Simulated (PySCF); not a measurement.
# Ru(2+): ionisation energy

Ru(2+) [Kr] 4d6 (5D) → Ru(3+) [Kr] 4d5 (6S), as a difference of total energies. Calculation: PySCF 2.14, in aug-cc-pVTZ-DK; the spin-free X2C one-electron Hamiltonian (Gaussian nucleus). Correlated levels: valence: [Kr] frozen. The calculations carry no spin-orbit coupling.

```
           method  ionisation energy (eV)  plus first-order spin-orbit estimate  difference from reference of that sum (eV)
              UHF                  26.526                                26.669                                      -1.801
              LDA                  28.920                                29.063                                      +0.593
              PBE                  28.649                                28.792                                      +0.322
             PBE0                  28.427                                28.569                                      +0.099
           r2SCAN                  28.213                                28.356                                      -0.114
          r2SCANh                  28.185                                28.328                                      -0.142
          wB97X-V                  28.531                                28.674                                      +0.204
        BHandHLYP                  28.270                                28.413                                      -0.057
    MP2 (valence)                  27.776                                27.919                                      -0.551
SCS-MP2 (valence)                  28.007                                28.150                                      -0.320
```

Reference: 28.47 eV (semi-empirical (NIST evaluation); NIST Atomic Spectra Database, ionization energies).

A first-order spin-orbit estimate (lowest level to lowest level, LS coupling) adds 0.143 eV.

Errors of the correlated levels include the incompleteness of this basis and the frozen core.
